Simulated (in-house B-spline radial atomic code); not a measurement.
Br²⁺. Computed with a B-spline radial atomic code. Model: all-electron spherical atom, spin shells full or empty, radial basis limit, no spin-orbit coupling: exact exchange with a local potential (Slater, KLI or optimised effective potential, whose far tail is KLI's), no correlation.

Exchange potential has not reached -1/r at the last radius.

The run also made RPA and GW results, which its time includes.

The Slater potential averages the orbital exchange potentials with the orbital densities as weights, KLI adds orbital constants, and the optimised effective potential minimises the exact-exchange energy among local potentials. So their energies lie above Hartree-Fock in the order OEP, KLI, Slater. All fall off as −1/r, unlike LDA and GGA exchange.

Command:
```bash
python run_gw.py task.json out
```
Settings (lengths in bohr, energies in hartree):
```
Z                      35
electrons              33
configuration          [Ar] 3d10 4s2 4p3
hamiltonian            nr
method                 oep
lmax                   9
spin_polarised         True
box_radius             17.55
intervals              74
```

Cost of the run: 3.7 s on 1 thread of Intel(R) Xeon(R) 6975P-C (Granite Rapids) (shared host).

Given: hamiltonian non-relativistic; mean-field start exchange-only OEP.

Computed: energy above Hartree-Fock 10.851 millihartree; virial ratio -E/T less 1 0.

```
radius (bohr)  r times exchange potential up (hartree bohr)  r times exchange potential down (hartree bohr)
      0.00143                                     -0.040379                                       -0.040311
      0.00178                                     -0.050212                                       -0.050127
      0.00221                                     -0.062252                                       -0.062147
      0.00276                                     -0.077562                                        -0.07743
      0.00343                                     -0.096056                                       -0.095892
      0.00427                                      -0.11894                                        -0.11874
      0.00532                                        -0.147                                        -0.14675
      0.00662                                      -0.18077                                        -0.18045
      0.00824                                      -0.22111                                        -0.22072
       0.0103                                      -0.26935                                        -0.26885
       0.0128                                      -0.32288                                        -0.32225
       0.0159                                      -0.38128                                         -0.3805
       0.0198                                       -0.4421                                        -0.44112
       0.0246                                      -0.49816                                        -0.49693
       0.0307                                      -0.54146                                        -0.53989
       0.0382                                             ?                                               ?
       0.0475                                      -0.53245                                        -0.52947
       0.0592                                      -0.49522                                        -0.49029
       0.0737                                      -0.54333                                        -0.53637
       0.0917                                      -0.69333                                        -0.68591
        0.114                                      -0.84265                                        -0.83518
        0.142                                      -0.94095                                        -0.93365
        0.177                                      -0.95518                                        -0.94982
         0.22                                      -0.85052                                        -0.85032
        0.274                                      -0.78438                                        -0.77911
        0.341                                             ?                                               ?
        0.425                                       -1.2812                                         -1.2542
        0.529                                       -1.4052                                          -1.378
        0.658                                       -1.3837                                         -1.3608
         0.82                                       -1.1809                                         -1.1853
         1.02                                      -0.93278                                        -0.89211
         1.27                                       -1.1104                                        -0.76012
         1.58                                       -1.3216                                        -0.90195
         1.97                                        -1.394                                        -0.98696
         2.45                                       -1.3631                                         -1.0056
         3.05                                       -1.2746                                         -1.0049
          3.8                                       -1.1806                                         -1.0019
```

Question: What belongs in the row 0.0382?

Answer: r times exchange potential up (hartree bohr): -0.55648; r times exchange potential down (hartree bohr): -0.55444.

Question: What belongs in the row 0.341?

Answer: r times exchange potential up (hartree bohr): -1.0321; r times exchange potential down (hartree bohr): -1.0102.

```
occupied  level (hartree)  Hartree-Fock level (hartree)
   1s up          -482.14                       -490.96
 1s down                ?                             ?
   2s up          -62.923                       -66.085
 2s down          -62.887                       -66.076
   2p up          -56.795                       -59.444
 2p down          -56.749                       -59.425
   3s up          -9.6523                       -10.761
 3s down          -9.6068                       -10.731
   3p up          -7.4967                       -8.3694
 3p down          -7.4495                       -8.3281
   3d up          -3.6616                       -4.1029
 3d down                ?                             ?
   4s up          -1.7572                       -1.9132
 4s down          -1.5607                       -1.5604
   4p up          -1.2913                       -1.2918
```

Question: What belongs in the row 1s down?

Answer: level (hartree): -482.08; Hartree-Fock level (hartree): -490.94.

Question: What belongs in the row 3d down?

Answer: level (hartree): -3.6124; Hartree-Fock level (hartree): -4.082.

| empty | level (hartree) |
| --- | --- |
| 4p down | -1.1035 |
| 4d up | -0.66805 |
| 5s up | -0.63657 |
| 5s down | -0.57517 |
| 4d down | ? |
| 5p up | -0.50948 |
| 5p down | -0.46122 |

Question: What belongs in the row 4d down?

Answer: level (hartree): -0.54517.

The highest level, 4p up, differs from Hartree-Fock by +0.013 eV and the deepest, 1s up, by +240 eV: a local potential can match the highest level but can't give each shell its own exchange.
